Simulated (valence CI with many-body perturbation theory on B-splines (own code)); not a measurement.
## Questions on Gd LII

Computed by valence CI with perturbative core correlation (CI+MBPT): three valence electrons over a frozen Dirac-Fock core [Ne], radial functions for each j: 11 s, 11 p, 9 d, 7 f, 5 g, 2 h, 1 i, with the one-electron correlation potential Σ1 (screened to all orders), the two-electron term Σ2, the three-electron term Σ3, Breit, model QED; selected single and double excitations, second order for the rest (own B-spline code, finite nucleus).

The last digits are not significant, and no measured levels were compared; by estimate large intervals hold to a few tenths of a per cent, small ones and those within an open d or f shell to about a per cent.

Levels are named by their leading jj configuration (3d3/2^4 stands for four electrons in 3d with j = 3/2), which in mixed levels can hold well under half, so a name can repeat and another be missing.

Rates and lifetimes use the calculated energies. Strong lines usually hold to 10 to 20 %, long lifetimes can be off by a factor of two.

(1) What is the ground level?

(2) What are the static dipole polarisabilities of the lowest levels?

(3) Name the longest-lived excited levels whose lifetime is computed, and their main decay.

(4) Where does the other parity begin?

(5) What is the ionisation energy?

Answers

(1) (3s^2 3p1/2) J=1/2, composition 99 % 3s²3p ²P°, g = 0.653.

(2) (3s^2 3p1/2) J=1/2 0.00570 bohr³, of which the core gives 8.69e-05.

(3) (3s 3p3/2 3d5/2) J=9/2 at 690.20 eV lives 38.5 ns, mostly by M1 to (3s 3p1/2 3d5/2) J=7/2; (3s^2 3p3/2) J=3/2 at 182.95 eV lives 25.9 ns, mostly by M1 to (3s^2 3p1/2) J=1/2.

(4) At (3s 3p1/2^2) J=1/2, 132.67 eV.

(5) 4694.7 eV; NIST lists 4693 ± 4 eV (theoretical).
